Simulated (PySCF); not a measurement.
# Radial density of As³⁺ (arsenic, charge +3)

MN15, [Ar] 3d10 4s2, closed-shell 1S. Computed with PySCF 2.14 in aug-cc-pVDZ-PP with ECP10MDF, with a scalar-relativistic core potential. This is the valence pseudo-density: the core potential removes the inner electrons and smooths the orbitals near the nucleus.

```
r (bohr)  4πr²ρ (e/bohr)
0.000667       1.180e-05
 0.00112       3.332e-05
 0.00189       9.388e-05
 0.00317       0.0002625
 0.00534       0.0007186
 0.00898        0.001861
  0.0151        0.004233
  0.0254        0.008022
  0.0427         0.01796
  0.0719          0.1047
   0.121          0.9196
   0.203           5.575
   0.342           21.03
   0.575           28.81
   0.968           9.332
    1.63           2.088
    2.74          0.3276
    4.61        0.004029
    7.75       4.746e-05
```

Energies and moments cover only the electrons outside the core potential.
